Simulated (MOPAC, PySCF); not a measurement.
C₂H₅Al, SMILES `C=[CH][AlH2]`, neutral singlet in the gas phase. 

Cartesian coordinates (Å):
SMILES: C=[CH][AlH2]
```xyz
8

C     -1.1041    -0.8352    -0.1228
C     -0.5436     0.3084     0.2882
Al     1.3394     0.6534    -0.0253
H     -2.1547    -1.0693     0.0315
H     -0.5311    -1.6005    -0.6393
H     -1.1979     1.0147     0.7974
H      2.1645    -0.4689    -0.7762
H      2.0274     1.9974     0.4465
```
Charge 0, multiplicity 1.

All levels are single points at this geometry (B3LYP-D3(BJ)/def2-TZVP); Pople sets use spherical d functions. Orbital energies aren't observables, and empty levels follow the basis.

AM1 in MOPAC gives gap (eV) = 9.43.

Estimate the gap (eV) from each of these levels: TPSSh-D3(BJ)/def2-TZVP in PySCF; B3LYP/3-21G in PySCF; B3LYP/6-311+G** in PySCF; B3LYP/6-31G* in PySCF; BP86/6-31G* in PySCF; PBE/6-31G* in PySCF; SVWN5/6-31G* in PySCF; HF/3-21G in PySCF; HF/6-31G* in PySCF; HF/STO-3G in PySCF; PM3 in MOPAC; PM6 in MOPAC.


```tsv
level	gap (eV)
TPSSh-D3(BJ)/def2-TZVP in PySCF	5.47
B3LYP/3-21G in PySCF	5.92
B3LYP/6-311+G** in PySCF	5.97
B3LYP/6-31G* in PySCF	5.90
BP86/6-31G* in PySCF	4.37
PBE/6-31G* in PySCF	4.33
SVWN5/6-31G* in PySCF	4.16
HF/3-21G in PySCF	11.57
HF/6-31G* in PySCF	11.49
HF/STO-3G in PySCF	15.65
PM3 in MOPAC	8.43
PM6 in MOPAC	10.83
```
